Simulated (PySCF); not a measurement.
Input of a run (PBE0-D3(BJ)/def2-SVP geometry optimisation, gas phase (PySCF 2.14.0)), started from GFN2-xTB:
```
{"job": {"xc": "PBE0", "basis": "def2-SVP", "d3": "d3bj", "grid": 1, "kind": "geom"}, "charge": 0, "multiplicity": 1}
S      2.827810    -0.265080     0.174749
C      1.066050    -0.138788     0.067082
C      0.316873    -1.306204     0.145571
C     -1.061026    -1.242691     0.066993
C     -1.697214    -0.021727    -0.087728
C     -0.946572     1.138996    -0.165176
C      0.433480     1.086554    -0.090005
H      3.070444     1.039557     0.060626
H      0.818471    -2.254153     0.267544
H     -1.640309    -2.151711     0.127346
H     -2.773844     0.025031    -0.147442
H     -1.433929     2.095433    -0.284712
H      1.015378     1.995270    -0.152576
```

Output (energies in Eh, forces in Eh/bohr):
```
step   0  E = -629.74311391  max force = 0.014805
step   1  E = -629.74453015  max force = 0.002879
step   2  E = -629.74455125  max force = 0.000641
step   3  E = -629.74454910  max force = 0.001058
step   4  E = -629.74455433  max force = 0.000282
optimisation converged
```

Task: Summarise the run.

Result: The energy falls by 0.90 kcal/mol over 5 energy and gradient evaluations, the largest force component goes from 0.0148 to 2.8e-04 Eh/bohr, and the atoms move by 0.023 Å rms after alignment. The bond that changes most is S1–H8 (thiol sulfur to S–H hydrogen), which lengthens by 0.017 Å. Bonds longer at the end by more than 0.005 Å: 12 of 13; shorter: 0. The energy rose by more than 1e-6 Eh at step 3. The first step brought 98 % of the lowering.

Task: What are the final bond lengths?

Result: S1–C2 1.766 Å, C2–C3 1.401 Å, C3–C4 1.392 Å, C4–C5 1.394 Å, C5–C6 1.394 Å, C6–C7 1.393 Å, C2–C7 1.400 Å, S1–H8 1.349 Å, C3–H9 1.093 Å, C4–H10 1.093 Å, C5–H11 1.092 Å, C6–H12 1.093 Å, C7–H13 1.093 Å. Numbering counts from 1 in the input's order; the species is `Sc1ccccc1`.

The run used 132 basis functions and 32 SCF cycles in all. The run took 25 s on one thread of an x86-64 server, no GPU (shared host).

No frequency check. The numbers are those of one conformer.

Conformer computed: `[SH:1][c:2]1[cH:3][cH:4][cH:5][cH:6][cH:7]1`: H–S1–C2–C3 180°.
